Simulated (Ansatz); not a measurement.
**Energy profile**

The step: BSi₂NH₆Cl₂ ([SiH3][N]([SiH3])[B]([Cl])[Cl]) + H₂O → BSi₂NH₇ClO ([OH][B]([Cl])[N]([SiH3])[SiH3]) + HCl; bonds formed: B1–O8, Cl2–H7; bonds broken: B1–Cl2, H7–O8 (atoms numbered as in the saddle structure below).

```json
{"atom": "B1", "x (Å)": "0.4992", "y (Å)": "-0.7519", "z (Å)": "-0.6938"}
{"atom": "Cl2", "x (Å)": "0.4416", "y (Å)": "-2.5739", "z (Å)": "0.7752"}
{"atom": "Cl3", "x (Å)": "0.0427", "y (Å)": "-1.3668", "z (Å)": "-2.3037"}
{"atom": "N4", "x (Å)": "-0.1952", "y (Å)": "0.3135", "z (Å)": "-0.0933"}
{"atom": "Si5", "x (Å)": "0.2313", "y (Å)": "0.9629", "z (Å)": "1.4812"}
{"atom": "Si6", "x (Å)": "-1.7432", "y (Å)": "0.8128", "z (Å)": "-0.7529"}
{"atom": "H7", "x (Å)": "1.7785", "y (Å)": "-1.7380", "z (Å)": "0.2346"}
{"atom": "O8", "x (Å)": "1.9898", "y (Å)": "-0.8755", "z (Å)": "-0.4399"}
{"atom": "H9", "x (Å)": "0.2544", "y (Å)": "2.4448", "z (Å)": "1.3894"}
{"atom": "H10", "x (Å)": "1.5702", "y (Å)": "0.4677", "z (Å)": "1.8716"}
{"atom": "H11", "x (Å)": "-0.7788", "y (Å)": "0.5605", "z (Å)": "2.4900"}
{"atom": "H12", "x (Å)": "-1.5730", "y (Å)": "1.4451", "z (Å)": "-2.0829"}
{"atom": "H13", "x (Å)": "-2.2700", "y (Å)": "1.8167", "z (Å)": "0.2085"}
{"atom": "H14", "x (Å)": "-2.6863", "y (Å)": "-0.3262", "z (Å)": "-0.8472"}
{"atom": "H15", "x (Å)": "2.4386", "y (Å)": "-1.1917", "z (Å)": "-1.2368"}
```

Electronic energies by CCSD(T) at an estimated basis limit (MP2 extrapolated from triple and quadruple zeta, plus CCSD(T) − MP2 in triple zeta), on PBE0-D4/def2-TZVP structures; BSi₂NH₈Cl₂O, singlet; no counterpoise correction. Program: Ansatz 0.2.0. Basis: def2-TZVPP and def2-QZVPP. Cores are frozen in the correlated methods. Extrapolation: Hartree–Fock as exp(−7.88 √X), correlation as X^−2.97.

Task: Give the profile in kcal/mol, counted from the separated reactants. (Judge from chemistry; the value comes from the calculation.)

Result: By the calculation:
```
                                                                                                                                                          point  kcal/mol
separated: BSi₂NH₆Cl₂ (linked as [SiH3][N]([SiH3])[B]([Cl])[Cl]; B1, Cl2, Cl3, N4, Si5, Si6, H9, H10, H11, H12, H13, H14; singlet) + H₂O (H7, O8, H15; singlet)      0.00
                                                                                                                                                start structure     -3.59
                                                                                                                                                         saddle     14.54
                                                                                                                                                  end structure    -13.42
separated: BSi₂NH₇ClO (linked as [OH][B]([Cl])[N]([SiH3])[SiH3]; B1, Cl3, N4, Si5, Si6, O8, H9, H10, H11, H12, H13, H14, H15; singlet) + HCl (Cl2, H7; singlet)     -9.29
```

No T1 diagnostic of these runs exceeds 0.012.

The step is the kind of ligand exchange by which a precursor binds to a hydroxyl group, or is hydrolysed, in atomic layer deposition of oxides. Here a small cluster stands in for the surface site.

For scale, one of the runs: CCSD(T)/def2-TZVPP, 373 basis functions, launched by `ansatz run in.yaml --threads 4 --pin off --events-out ev --progress --plain --max-ram 46080MiB --backend cuda --devices 0, --max-vram 37GiB`. Time: 8.5 s of wall clock on 4 CPU threads of an AMD EPYC 7R13 and a share of one NVIDIA H100; the host was shared. Peak host memory: 0.92 GiB.
